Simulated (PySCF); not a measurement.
**Level sweep**

B₂ClH₄N.
InChI=1S/B2ClH4N/c1-4-2-3/h2,4H,1H2

PySCF, dipoles from the SCF density, polarisabilities from static response with core orbitals frozen. One conformer (not necessarily the lowest) at the PBE0-D3(BJ)/def2-SVP geometry, without solvent, vibrations or thermal averaging.

The anisotropy is √(½[(α1 − α2)² + (α2 − α3)² + (α3 − α1)²]).

```json
{"level": "LDA/def2-SVPD", "μ (D)": "1.005", "α (Å³)": "8.26", "anisotropy (Å³)": "4.92"}
{"level": "PBE/def2-SVPD", "μ (D)": "1.004", "α (Å³)": "8.14", "anisotropy (Å³)": "4.87"}
{"level": "B3LYP/def2-SVPD", "μ (D)": "1.023", "α (Å³)": "7.84", "anisotropy (Å³)": "4.42"}
{"level": "PBE0/def2-SVPD", "μ (D)": "1.043", "α (Å³)": "7.75", "anisotropy (Å³)": "4.37"}
{"level": "BHandHLYP/def2-SVPD", "μ (D)": "1.079", "α (Å³)": "7.46", "anisotropy (Å³)": "3.94"}
{"level": "CAM-B3LYP/def2-SVPD", "μ (D)": "1.046", "α (Å³)": "7.70", "anisotropy (Å³)": "4.19"}
{"level": "wB97X-D/def2-SVPD", "μ (D)": "1.075", "α (Å³)": "7.66", "anisotropy (Å³)": "4.11"}
{"level": "LC-wPBE/def2-SVPD", "μ (D)": "1.085", "α (Å³)": "7.50", "anisotropy (Å³)": "4.04"}
{"level": "HF/def2-SVPD", "μ (D)": "1.170", "α (Å³)": "7.06", "anisotropy (Å³)": "3.34"}
{"level": "PBE0/6-31G*", "μ (D)": "1.188", "α (Å³)": "6.06", "anisotropy (Å³)": "5.47"}
{"level": "PBE0/def2-SVP", "μ (D)": "1.073", "α (Å³)": "6.19", "anisotropy (Å³)": "4.79"}
{"level": "PBE0/6-31+G*", "μ (D)": "1.127", "α (Å³)": "6.85", "anisotropy (Å³)": "5.06"}
{"level": "PBE0/aug-cc-pVDZ", "μ (D)": "1.022", "α (Å³)": "7.80", "anisotropy (Å³)": "4.50"}
{"level": "PBE0/def2-TZVP", "μ (D)": "1.025", "α (Å³)": "7.25", "anisotropy (Å³)": "4.63"}
{"level": "PBE0/def2-TZVPD", "μ (D)": "1.006", "α (Å³)": "7.86", "anisotropy (Å³)": "4.43"}
{"level": "PBE0/aug-cc-pVTZ", "μ (D)": "1.011", "α (Å³)": "7.87", "anisotropy (Å³)": "4.42"}
```

The dipole runs from 1.00 D (PBE/def2-SVPD) to 1.19 D (PBE0/6-31G*). No reference polarisability is at hand; against PBE0 in the largest diffuse basis at hand (aug-cc-pVTZ) the other PBE0 rows deviate by 6-31G* -23%, def2-SVP -21%, 6-31+G* -13%, def2-SVPD -1%, aug-cc-pVDZ -1%, def2-TZVP -8%, def2-TZVPD 0%. In one basis (def2-SVPD) the functionals order the polarisability from HF (lowest) to LDA (highest), a spread of 17%. With PBE0 the polarisability is 6.50 Å³ without diffuse functions (mean of 6-31G*, def2-SVP and def2-TZVP) and 7.63 Å³ with them (mean of 6-31+G*, def2-SVPD, aug-cc-pVDZ, def2-TZVPD and aug-cc-pVTZ).
